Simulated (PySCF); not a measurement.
Mo(O)2(Cl)(OMe) (CH3ClMoO3), SMILES C[O][Mo](=[O])(=[O])[Cl], multiplicity 1. Atoms are numbered in the order given.

```xyz
9

Mo     0.1284    -0.1306     0.2127
O      1.7663    -0.5171     0.2368
O     -0.6276    -1.1513     1.3168
Cl    -0.1745     2.0550     0.8251
O     -0.5513    -0.4294    -1.4707
C     -0.7713    -1.3302    -2.5302
H     -1.2817    -0.7938    -3.3453
H      0.1891    -1.7235    -2.9024
H     -1.4073    -2.1657    -2.1941
```
Charge 0, spin multiplicity 1.

The structure is a stationary point at B3LYP-D3(BJ)/def2-SVP. A frequency run showed that this geometry is not a minimum. The spin state was assumed, not searched. The structure was generated by enumeration; whether it is a known compound was not checked. The def2 effective core potentials stand for the cores of Mo; spin–orbit coupling is left out. One conformer was computed; it need not be the lowest.

Method: B3LYP-D3(BJ)/def2-SVP in PySCF.

Frequencies are harmonic and unscaled.

```tsv
mode	ν (cm⁻¹)	IR (km/mol)	Raman (Å⁴/amu)	depolarisation	moving atoms (share of kinetic energy)
1	35i	4.3	1.0	0.75	O 44 %, C 28 %, H 21 %
2	76	3.0	2.1	0.67	C 35 %, Cl 23 %, H 19 %, O 12 %, Mo 10 %
3	88	0.0	0.1	0.75	H 97 %
4	170	11.2	3.1	0.67	O 56 %, Cl 19 %, C 12 %
5	185	4.6	3.1	0.75	O 61 %, Cl 23 %, Mo 16 %
6	261	8.9	2.7	0.75	O 89 %, Mo 8 %
7	283	0.9	1.5	0.33	O 64 %, Cl 25 %
8	350	2.6	3.5	0.72	O 85 %, Cl 9 %
9	438	65.3	4.9	0.10	Cl 46 %, Mo 35 %, O 19 %
10	601	58.7	10.0	0.16	C 33 %, O 32 %, Mo 25 %, H 10 %
11	1021	190.4	7.8	0.75	O 81 %, Mo 19 %
12	1043	139.5	25.6	0.01	O 87 %, Mo 12 %
13	1157	0.2	2.1	0.75	H 78 %, C 18 %
14	1162	74.8	6.9	0.37	H 62 %, C 23 %, O 15 %
15	1177	337.7	36.0	0.17	O 52 %, C 31 %, H 16 %
16	1460	3.5	22.8	0.50	H 91 %
17	1460	8.1	26.3	0.73	H 96 %
18	1463	17.8	18.0	0.74	H 94 %
19	3017	47.8	246.5	0.03	H 98 %
20	3111	14.6	82.0	0.75	H 90 %, C 10 %
21	3121	9.8	134.0	0.66	H 90 %, C 10 %
```
